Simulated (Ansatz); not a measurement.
Cd₄⁻, relaxed as a doublet with UKS PBE0/def2-SVPD in Ansatz, starting from the GFN1-xTB geometry. Force threshold 0.02 eV/Å.

In the def2 sets Cd takes a core potential; there is no spin–orbit coupling. The highest occupied level of the charge -1 doublet lies above zero (up to 0.43 eV). By energy differences its removal costs 0.77 eV (vertical, to the charge 0 singlet, at PBE0/def2-TZVPD). The relaxation made no stability test and no search for a lower SCF solution. The structure comes from a short search, and lower isomers may exist.

Start:

```xyz
4

Cd    1.1307    1.5078    0.9745
Cd   -1.1318   -1.5098   -0.9728
Cd    1.8172   -0.6316   -1.1246
Cd   -1.8161    0.6336    1.1228
```

```json
{"step": "1", "energy (eV)": "-18257.7626", "largest force component (eV/Å)": "0.142", "SCF passes": "19"}
{"step": "2", "energy (eV)": "-18257.7809", "largest force component (eV/Å)": "0.114", "SCF passes": "32"}
{"step": "3", "energy (eV)": "-18257.8383", "largest force component (eV/Å)": "0.105", "SCF passes": "31"}
{"step": "4", "energy (eV)": "-18257.9131", "largest force component (eV/Å)": "0.211", "SCF passes": "30"}
{"step": "5", "energy (eV)": "-18258.0077", "largest force component (eV/Å)": "0.226", "SCF passes": "28"}
{"step": "6", "energy (eV)": "-18258.0543", "largest force component (eV/Å)": "0.073", "SCF passes": "26"}
{"step": "7", "energy (eV)": "-18258.0611", "largest force component (eV/Å)": "0.080", "SCF passes": "25"}
{"step": "8", "energy (eV)": "-18258.0659", "largest force component (eV/Å)": "0.016", "SCF passes": "26"}
```

Force components are those of the run's own axes.

End:

Cartesian coordinates in Å:
```
Cd 0.8002 1.0665 0.6910
Cd -0.7990 -1.0693 -0.6878
Cd 2.2963 -0.8003 -1.4240
Cd -2.2975 0.8031 1.4208
```

Bonds formed: Cd1–Cd2 (atoms count from 1). The end is the same structure that another start reached.

No frequencies were taken in this run, so the end may be a saddle point.

Hardware: 4 threads of Arm Neoverse V2 on a shared host. Wall time 37 s.
